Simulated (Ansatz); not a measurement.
The same ligand exchange along the group B, Al, Ga, In.

Program: Ansatz. Geometries: PBE0-D4/def2-TZVP. ΔE: electronic, gas phase. CCSD(T)/CBS is the MP2 limit (def2-TZVPP, def2-QZVPP) plus CCSD(T) − MP2 in def2-TZVPP, frozen cores. This one scheme is used for every species. Elements past krypton have def2 core potentials. For Ga, In outer-core shells are correlated without core-valence functions, which leaves a few kJ/mol of doubt a bond. Scalar relativity is left out up to krypton. One conformer a species, not always the lowest.

Order these by ΔE at CCSD(T)/CBS, lowest first. (Estimate.)
A. `NB(Cl)Cl` + H₂S → `SB(Cl)Cl` + NH₃
B. `[NH2][Al]([Cl])[Cl]` + H₂S → `[SH][Al]([Cl])[Cl]` + NH₃
C. `[NH2][Ga]([Cl])[Cl]` + H₂S → `[SH][Ga]([Cl])[Cl]` + NH₃
D. `[NH2][In]([Cl])[Cl]` + H₂S → `[SH][In]([Cl])[Cl]` + NH₃

D (-77.1 kJ/mol), C (-45.3 kJ/mol), B (-17.8 kJ/mol), A (+53.5 kJ/mol).

Largest T1 diagnostic: 0.013, for `[NH2][In]([Cl])[Cl]`.
